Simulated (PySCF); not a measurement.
Ligands exchanged one at a time, In H-CH3. Gas-phase values, no solvent. Strings in code marks are SMILES.

The S1 excitation (TDA) from two functionals at the same geometries (PBE0-D4/def2-TZVP), both in PySCF: PBE-D3(BJ)/def2-TZVP and B3LYP-D3(BJ)/def2-TZVP. B3LYP has the VWN-RPA correlation part, as in Gaussian. Excitations are Tamm–Dancoff values on a coarser integration grid. The basis has no diffuse functions, so Rydberg states are missing or too high.

| species | B3LYP-D3(BJ)/def2-TZVP (eV) |
|---|---|
| 1 of 3 H replaced by CH3 (`[CH3][InH2]`) | 4.44 |
| 2 of 3 H replaced by CH3 (`[InH]([CH3])[CH3]`) | 4.41 |
| 3 of 3 H replaced by CH3 (`[In]([CH3])([CH3])[CH3]`) | 4.57 |

### Question
What does PBE-D3(BJ)/def2-TZVP give for each?

### Answer

- 1 of 3 H replaced by CH3 (`[CH3][InH2]`): 4.24
- 2 of 3 H replaced by CH3 (`[InH]([CH3])[CH3]`): 4.21
- 3 of 3 H replaced by CH3 (`[In]([CH3])([CH3])[CH3]`): 4.36
Over these rows, drawn at random from the members with no instability flagged (it was tested for open shells, ions and some series alone), PBE minus B3LYP-D3(BJ): mean -0.20 eV, from -0.20 eV to -0.20 eV.
